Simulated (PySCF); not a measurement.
Compound: C3H5FTe.
Atom-mapped SMILES: `[CH2:1]=[C:2]([F:3])[CH2:4][TeH:5]` (hydrogens: H6, H7 on C1; H8, H9 on C4; H10 on Te5)

A GFN2-xTB structure was refined with PySCF 2.14.0, PBE0-D3(BJ)/def2-SVP geometry optimisation, gas phase, def2 core potentials past Kr. Its GFN2-xTB values:

```json
{"coordinate": "C1=C2", "GFN2-xTB": "1.287 Å"}
{"coordinate": "C1–H6", "GFN2-xTB": "1.098 Å"}
{"coordinate": "C1–H7", "GFN2-xTB": "1.082 Å"}
{"coordinate": "C2–F3", "GFN2-xTB": "1.353 Å"}
{"coordinate": "C2–C4", "GFN2-xTB": "1.497 Å"}
{"coordinate": "C4–Te5", "GFN2-xTB": "2.143 Å"}
{"coordinate": "C4–H8", "GFN2-xTB": "1.084 Å"}
{"coordinate": "Te5–H10", "GFN2-xTB": "1.650 Å"}
{"coordinate": "C1–C2–F3", "GFN2-xTB": "118.9°"}
{"coordinate": "C1–C2–C4", "GFN2-xTB": "129.2°"}
{"coordinate": "C2–C4–Te5", "GFN2-xTB": "109.7°"}
{"coordinate": "F3–C2–C4", "GFN2-xTB": "111.7°"}
{"coordinate": "C1–C2–C4–Te5", "GFN2-xTB": "116°"}
```

Task: How do these coordinates change at the PBE0-D3(BJ)/def2-SVP level?

Result: 
```tsv
coordinate	PBE0-D3(BJ)/def2-SVP (Å or °)	change
C1=C2	1.333	+0.046
C4–Te5	2.185	+0.042
C2–C4	1.478	-0.019
C2–F3	1.335	-0.018
C4–H8	1.100	+0.016
Te5–H10	1.665	+0.015
C1–H7	1.091	+0.009
C1–H6	1.090	-0.008
C2–C4–Te5	113.5	+3.8
C1–C2–C4	126.9	-2.3
C1–C2–F3	120.1	+1.2
F3–C2–C4	113.0	+1.3
C1–C2–C4–Te5	112	-4
```

The energy falls by 3.7 kcal/mol over 6 energy and gradient evaluations, the largest force component goes from 0.0511 to 1.9e-04 Eh/bohr, and the atoms move by 0.094 Å rms after alignment. The bond that changes most is C1=C2 (terminal =CH2 carbon to vinylic C–F carbon), which lengthens by 0.046 Å. Bonds longer at the end by more than 0.005 Å: 6 of 9; shorter: 3. Rotational constants go from 7268, 1244, 1166 to 7201, 1160, 1088 MHz.

The run used 107 basis functions and 43 SCF cycles in all. Time: 25 s; peak memory 0.44 GiB. Hardware: an Arm Neoverse V2 with one thread, no GPU, shared host with 192 logical CPUs at a one-minute load of 57.

No PBE0-D3(BJ)/def2-SVP frequencies stand behind this structure, so it isn't proved a minimum. The numbers are those of one conformer.

Conformer computed: `[CH2:1]=[C:2]([F:3])[CH2:4][TeH:5]`: C1–C2–C4–Te5 112°.
